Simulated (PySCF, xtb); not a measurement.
C4F6, SMILES FC1=C(F)C(F)(F)C1(F)F.

Harmonic wavenumbers (cm⁻¹) from xtb with GFN2-xTB at its own minimum, in rising order: 71, 166, 191, 208, 237, 262, 271, 390, 429, 433, 518, 580, 598, 672, 732, 888, 912, 1093, 1097, 1109, 1207, 1289, 1310, 1803.

Task: What does PBE-D3(BJ)/def2-SVP (PySCF 2.14.0) give at its own minimum? (Estimate from the structure and the level; the computed values follow.)

Result: 60, 175, 200, 214, 225, 257, 269, 412, 459, 470, 560, 616, 617, 680, 830, 946, 969, 1104, 1153, 1156, 1244, 1355, 1400, 1794. Paired by order, the mean absolute difference is 32 cm⁻¹ and the zero-point energies are 23.5 and 24.5 kcal/mol.
